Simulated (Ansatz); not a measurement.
Reaction (cleavage of the B–B bond): `BB(C)O` + `[OH][GeH2][F]` → `B[O][GeH2][F]` + `CBO`

Calculated with Ansatz (gas phase, PBE0-D4/def2-TZVP geometries, no zero-point term in ΔE). CCSD(T)/CBS is the MP2 limit (def2-TZVPP, def2-QZVPP) plus CCSD(T) − MP2 in def2-TZVPP, frozen cores. Functionals use def2-TZVPP. For Ge outer-core shells are correlated without core-valence functions, which leaves a few kJ/mol of doubt a bond. Scalar relativity is left out up to krypton. One conformer a species, not always the lowest.

`BB(C)O`:

Cartesian coordinates in Å:
```
B -1.509 -0.181 0.359
B 0.147 0.110 0.349
C 0.930 -0.021 -1.012
O 0.902 0.442 1.439
H -2.309 0.695 0.178
H -1.969 -1.284 0.473
H 0.360 0.313 -1.883
H 1.881 0.517 -0.981
H 1.156 -1.082 -1.183
H 0.411 0.491 2.261
```

`[OH][GeH2][F]`:

Cartesian coordinates in Å:
```
O 1.297 0.027 -0.463
Ge -0.276 -0.120 0.315
F -1.070 1.421 0.192
H 1.244 0.163 -1.412
H -1.195 -1.104 -0.422
H 0.000 -0.388 1.792
```

`B[O][GeH2][F]`:

Z-matrix (Å, degrees):
```
Ge
O 1 1.778
F 1 1.730 2 105.1
H 1 1.530 2 110.2 3 115.4
H 1 1.526 2 107.2 3 -114.1
B 2 1.348 1 124.8 3 -93.4
H 6 1.199 2 117.8 1 177.6
H 6 1.206 2 120.5 1 -3.0
```

`CBO`:

Z-matrix (Å, degrees):
```
C
B 1 1.559
H 1 1.096 2 110.2
H 1 1.092 2 113.4 3 122.1
H 1 1.096 2 110.2 3 -115.8
O 2 1.357 1 119.4 3 -122.1
H 2 1.207 1 121.8 3 57.8
H 6 0.960 2 113.1 1 180.0
```

```json
{"level": "PBE-D4", "ΔE (kJ/mol)": "-160.4"}
{"level": "BLYP-D4", "ΔE (kJ/mol)": "-169.7"}
{"level": "B97M-V", "ΔE (kJ/mol)": "-166.0"}
{"level": "CCSD(T)/def2-SVP", "ΔE (kJ/mol)": "-193.1"}
{"level": "CCSD/def2-TZVPP", "ΔE (kJ/mol)": "-172.8"}
{"level": "MP2/def2-QZVPP", "ΔE (kJ/mol)": "-176.1"}
{"level": "SCS-MP2/def2-QZVPP", "ΔE (kJ/mol)": "-176.5"}
{"level": "CCSD/CBS(def2)", "ΔE (kJ/mol)": "-169.6"}
```

Problem. What does CCSD(T)/CBS give? (Best estimate.)

Solution. Ansatz gave: -170.1 kJ/mol. The listed levels differ from it by 9.7, 0.4, 4.1, -23.0, -2.7, -6.0, -6.4, 0.5 kJ/mol.

Largest T1 diagnostic among the species: 0.013.

At CCSD(T), def2-SVP lies −22.9 kJ/mol from the extrapolated value and def2-TZVPP −3.2 kJ/mol. From BLYP to BHLYP (50 % exact exchange), in def2-TZVPP and without D4, ΔE moves by −6.4 kJ/mol.
